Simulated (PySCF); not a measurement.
**Correlation energy of Ni⁺ (nickel, charge +1)**

[Ar] 3d8 4s1, high-spin 4F determinant (an excited configuration). Calculation: PySCF 2.14, in def2-TZVPPD (6s6p4d2f1g, 67 functions); no relativity, point nucleus. Frozen: [Ar]; 9 electrons correlated.

MP2 pair energies summed by pair of shells (mhartree):

| pair | energy | share (%) |
| --- | --- | --- |
| 3d-3d | -252.49 | 92.1 |
| 3d-4s | -21.78 | 7.9 |

Total MP2 correlation energy: -274.27 mhartree.

Same-spin part -107.23 and opposite-spin part -167.05 mhartree; SCS-MP2 scales them by 1/3 and 6/5 to -236.20 mhartree.
